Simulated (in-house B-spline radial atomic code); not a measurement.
Multiplet parameters of the 2p2 shell in the nitrogen ion N⁺ ([He] 2s2 2p2). Level of theory: non-relativistic Hartree-Fock, average of configuration, point nucleus; calculated with a radial B-spline atomic code at the basis-set limit.

Slater integrals: F^2 = 73706 cm⁻¹. Central-field spin-orbit parameter ζ(2p) = 119.4 cm⁻¹ (bare central field on non-relativistic orbitals, without two-electron terms: too large for light atoms, too small for heavy ones).

With F₂ = F^2/25 = 2948 cm⁻¹:

Q: Where do the terms lie in LS coupling, without spin-orbit interaction?

A: In cm⁻¹ above the Hund's-rule term:
| term | expression | energy |
| --- | --- | --- |
| 3P | 0 F₂ | 0 |
| 1D | 6 F₂ | 17689 |
| 1S | 15 F₂ | 44224 |

Q: Is LS coupling a fair picture here?

A: Unscaled Hartree-Fock integrals overestimate measured term splittings, because correlation screens the repulsion; fits to spectra scale them down, most for low charges. Here ζ is 0.04 times F₂, so LS coupling is a fair start, though levels of equal J in close terms still mix.
